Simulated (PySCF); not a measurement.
Start geometry of `[BH3-][PH2+]C1=CC=CC=C1` from GFN2-xTB (Å):
```
atom  x, y, z in Å
B1     2.9013    0.7005    0.2554
P2     1.7364   -0.7454   -0.1929
C3    -0.0483   -0.3880   -0.1210
C4    -0.6814   -0.5300    1.0843
C5    -2.0531   -0.1898    1.1569
C6    -2.7065    0.3263    0.0515
C7    -2.0074    0.4840   -1.1388
C8    -0.6658    0.1435   -1.2276
H9     2.5539    1.0116    1.3843
H10    3.9948    0.3281    0.1628
H11    2.5742    1.5571   -0.5404
H12    1.8241   -1.3355   -1.4393
H13    1.7626   -1.9081    0.5395
H14   -0.2115   -0.9153    1.9619
H15   -2.5888   -0.3104    2.0993
H16   -3.7468    0.6052    0.1246
H17   -2.5216    0.9010   -2.0053
H18   -0.1438    0.2774   -2.1409
```

Q: What comes out of this run: PySCF 2.14.0, PBE0-D3(BJ)/def2-SVP geometry optimisation, gas phase?

A: 
```
atom  x, y, z in Å
B1     2.925    0.628    0.272
P2     1.685   -0.771   -0.154
C3    -0.085   -0.374   -0.076
C4    -0.787   -0.521    1.125
C5    -2.124   -0.140    1.202
C6    -2.766    0.395    0.086
C7    -2.066    0.552   -1.110
C8    -0.729    0.172   -1.192
H9     2.638    0.925    1.422
H10    4.024    0.112    0.137
H11    2.666    1.497   -0.548
H12    1.809   -1.342   -1.445
H13    1.767   -1.944    0.638
H14   -0.290   -0.934    2.007
H15   -2.668   -0.261    2.142
H16   -3.815    0.693    0.149
H17   -2.565    0.973   -1.986
H18   -0.186    0.303   -2.132
```

The energy falls by 0.227 eV over 8 energy and gradient evaluations, the largest force component goes from 0.0480 to 4.4e-04 Eh/bohr, and the atoms move by 0.064 Å rms after alignment. The bond that changes most is B1–H10 (four-coordinate boron to B–H hydrogen), which lengthens by 0.063 Å. Bonds longer at the end by more than 0.005 Å: 12 of 18; shorter: 2. Among the angles that change most is B1–P2–H13, from 120.2° to 116.2°. Rotational constants go from 4016, 1045, 934.0 to 3998, 1021, 910.4 MHz. The orientation of the end geometry is arbitrary; only internal coordinates are fixed.

The run used 166 basis functions and 54 SCF cycles in all.

No PBE0-D3(BJ)/def2-SVP frequencies stand behind this structure, so it isn't proved a minimum. One conformer, not necessarily the lowest.
